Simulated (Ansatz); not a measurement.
`C[Si](C)(C)[Si](C)(C)[Si](C)(C)[Si](C)(C)C` with charge -1. Total charge -1; doublet. Geometry PBE-D4/def2-SVP, that of the neutral singlet; atoms count from 1.

```xyz
44

C    -0.862    2.356   -3.693
Si   -1.320    0.958   -2.486
C    -3.028    1.324   -1.731
C    -1.395   -0.683   -3.445
Si    0.316    0.830   -0.793
C     1.936    0.157   -1.552
C     0.632    2.584   -0.101
Si   -0.414   -0.560    0.966
C    -1.214   -2.153    0.274
C    -1.708    0.388    2.005
Si    1.394   -1.161    2.356
C     2.410    0.378    2.822
C     0.721   -1.965    3.944
C     2.517   -2.409    1.463
H     0.131    2.177   -4.154
H    -1.609    2.432   -4.512
H    -0.825    3.336   -3.175
H    -3.795    1.448   -2.525
H    -3.010    2.256   -1.129
H    -3.356    0.498   -1.068
H    -0.414   -0.918   -3.907
H    -1.666   -1.527   -2.779
H    -2.150   -0.632   -4.258
H     1.808   -0.887   -1.904
H     2.255    0.773   -2.419
H     2.758    0.167   -0.806
H     0.989    3.265   -0.901
H     1.397    2.567    0.703
H    -0.298    3.014    0.324
H    -0.511   -2.696   -0.391
H    -2.125   -1.916   -0.314
H    -1.507   -2.840    1.095
H    -2.576    0.693    1.384
H    -1.265    1.305    2.445
H    -2.084   -0.242    2.837
H     1.775    1.147    3.309
H     2.870    0.838    1.924
H     3.227    0.116    3.527
H     1.551   -2.271    4.615
H     0.071   -1.262    4.504
H     0.121   -2.869    3.711
H     2.938   -1.978    0.532
H     3.364   -2.715    2.113
H     1.953   -3.324    1.187
```

Single mean-field runs in def2-TZVP are fitted with def2-universal-jkfit. The highest occupied level of the charge -1 doublet lies above zero (up to 2.45 eV). By energy differences it is unbound by 1.24 eV (vertical, against the charge 0 singlet, at PBE0-D4/def2-TZVP) and held by the finite basis.

Problem. Estimate the Mulliken populations of the heavy atoms from the PBE0/def2-TZVP orbitals of Ansatz.

Solution. 
```
atom  charge (e)  spin (α − β)
  C1       -0.38         -0.11
 Si2        0.14          0.26
  C3       -0.45         -0.05
  C4       -0.49         -0.02
 Si5        0.04          0.34
  C6       -0.37         -0.14
  C7       -0.44         -0.08
 Si8        0.04          0.34
  C9       -0.37         -0.14
 C10       -0.44         -0.08
Si11        0.14          0.26
 C12       -0.45         -0.05
 C13       -0.38         -0.11
 C14       -0.49         -0.02
```
Mulliken values depend strongly on the basis.

Problem. Where does the spin sit?

Solution. Summed by element: C -0.79, Si 1.19, H 0.60, of 1 unpaired in all. Largest on single atoms: Si8 0.34, Si5 0.34, Si11 0.26.

Problem. And the Mayer bond orders between heavy atoms (over 0.3)?

Solution. C1–Si2 0.80 (1.90 Å); Si2–C3 0.91 (1.90 Å); Si2–C4 0.93 (1.90 Å); Si2–Si5 1.17 (2.36 Å); Si5–C6 0.76 (1.91 Å); Si5–C7 0.83 (1.91 Å); Si5–Si8 1.19 (2.36 Å); Si8–C9 0.76 (1.91 Å); Si8–C10 0.83 (1.91 Å); Si8–Si11 1.17 (2.36 Å); Si11–C12 0.91 (1.90 Å); Si11–C13 0.80 (1.90 Å); Si11–C14 0.93 (1.90 Å).
